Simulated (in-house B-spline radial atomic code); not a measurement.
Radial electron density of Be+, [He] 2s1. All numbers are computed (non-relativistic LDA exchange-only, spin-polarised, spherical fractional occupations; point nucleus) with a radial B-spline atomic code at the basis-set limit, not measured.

Columns: r (bohr), 4πr²n(r) (electrons per bohr), bar.

```
   0.015   0.0863 #
  0.0176   0.1164 #
  0.0205   0.1543 ##
   0.024   0.2056 ##
  0.0281   0.2728 ###
  0.0329     0.36 ####
  0.0385   0.4715 #####
   0.045   0.6117 #######
  0.0527   0.7893 #########
  0.0617    1.008 ###########
  0.0722     1.27 ##############
  0.0844    1.576 ##################
  0.0988    1.929 ######################
   0.116    2.325 ##########################
   0.135    2.716 ###############################
   0.158    3.114 ###################################
   0.185     3.47 #######################################
   0.217    3.741 ##########################################
   0.253    3.874 ############################################
   0.296    3.843 ############################################
   0.347     3.62 #########################################
   0.406    3.216 #####################################
   0.475    2.672 ##############################
   0.556    2.057 #######################
    0.65    1.463 #################
   0.761   0.9625 ###########
    0.89   0.6181 #######
    1.04   0.4378 #####
    1.22   0.3904 ####
    1.43   0.4226 #####
    1.67   0.4677 #####
    1.95   0.4781 #####
    2.28   0.4316 #####
    2.67   0.3352 ####
    3.13   0.2189 ##
    3.66   0.1191 #
    4.28  0.05239 #
    5.01  0.01799 
    5.86 0.004723 
    6.85 0.0009164 
    8.02 0.0001225
```

On this grid the curve has 2 maxima, near 0.253, 1.95 bohr.

The 2s up radial function P(r) = rR(r), positive near the nucleus:

| r (bohr) | P |
| --- | --- |
| 0.005 | 0.01685 |
| 0.00684 | 0.02288 |
| 0.00937 | 0.03102 |
| 0.0128 | 0.0418 |
| 0.0176 | 0.05637 |
| 0.024 | 0.07491 |
| 0.0329 | 0.09905 |
| 0.045 | 0.129 |
| 0.0617 | 0.1651 |
| 0.0844 | 0.2056 |
| 0.116 | 0.2473 |
| 0.158 | 0.2808 |
| 0.217 | 0.2953 |
| 0.296 | 0.2726 |
| 0.406 | 0.1926 |
| 0.556 | 0.04292 |
| 0.761 | -0.1713 |
| 1.04 | -0.4137 |
| 1.43 | -0.6192 |
| 1.95 | -0.6895 |
| 2.67 | -0.5789 |
| 3.66 | -0.3451 |
| 5.01 | -0.1341 |
| 6.85 | -0.03027 |
